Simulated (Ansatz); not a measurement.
Job for Ansatz (a quantum-chemistry and plane-wave program): R-PBE/def2-TZVPP on FGeH3 (SMILES [F][GeH3]), atoms moved off the minimum.

Ansatz 0.2 input:
```yaml
crystal:
  periodic: [false, false, false]
  atoms:
    - {symbol: Ge, position_ang: [-0.40681991, 0.11379603, -0.00745943]}
    - {symbol: F, position_ang: [1.30020465, -0.51314072, 0.23687456]}
    - {symbol: H, position_ang: [-0.90993079, -0.80063803, -1.11185801]}
    - {symbol: H, position_ang: [-0.12583547, 1.51464919, -0.51784217]}
    - {symbol: H, position_ang: [-1.00071123, 0.07412908, 1.27514368]}
basis:
  gaussian:
    orbitals: def2-TZVPP
hamiltonian:
  xc: {name: PBE}
scf: {lower_state_search: off}
output: {forces: true}
```

The log:

```
WARN ansatz: RAYON_NUM_THREADS=1 ignored (pool sized by the plan → 1); use --threads N
Functional definition: PBE
these checks for a lower state are left out or cut short: stability, starts, cluster_reference, orbital_swaps, neighbouring_geometries, increment
integrals: 0.03 GiB planned
691 factors; their error is unknown
mean field: 0.29 GiB planned
mean field evaluation 1: about -59271.6239 eV, gradient 4.5e1 eV
mean field evaluation 2: about -59254.9151 eV, gradient 1.2e2 eV
mean field evaluation 4: about -59274.2330 eV, gradient 5.1e0 eV
mean field evaluation 8: about -59274.2553 eV, gradient 3.7e-2 eV
mean field evaluation 16: about -59274.2431 eV, gradient 5.9e-6 eV
mean field -59274.24314262 eV, -2178.2882579663 hartree, gradient 5.9e-6 eV, S^2 0.000000; 0 other end points of the search recorded, 0 dependent functions left out
the calculation of the forces begins
reference -59274.24317293 eV, -2178.2882590802 hartree; 22, 22 occupied and 99, 99 virtual orbitals, 691 factors
Total energy: -59274.24317293 eV, -2178.2882590802 hartree
Atom 0 at    -0.406820     0.113796    -0.007459 Å, force     2.903311    -0.410997    -2.072316 eV/Å
Atom 1 at     1.300205    -0.513141     0.236875 Å, force    -1.125908     0.338302    -0.034087 eV/Å
Atom 2 at    -0.909931    -0.800638    -1.111858 Å, force    -0.371151    -0.209383    -0.126646 eV/Å
Atom 3 at    -0.125835     1.514649    -0.517842 Å, force    -0.126023     0.462008    -0.139728 eV/Å
Atom 4 at    -1.000711     0.074129     1.275144 Å, force    -1.280229    -0.179930     2.372777 eV/Å
Dipole moment:    -0.540195     0.167711    -0.029707 e Å
Checks for a lower state left out: stability, starts, cluster_reference, orbital_swaps, neighbouring_geometries, increment
```

Self-consistency was reached.

Cost: around 0.7 core-seconds (rough).
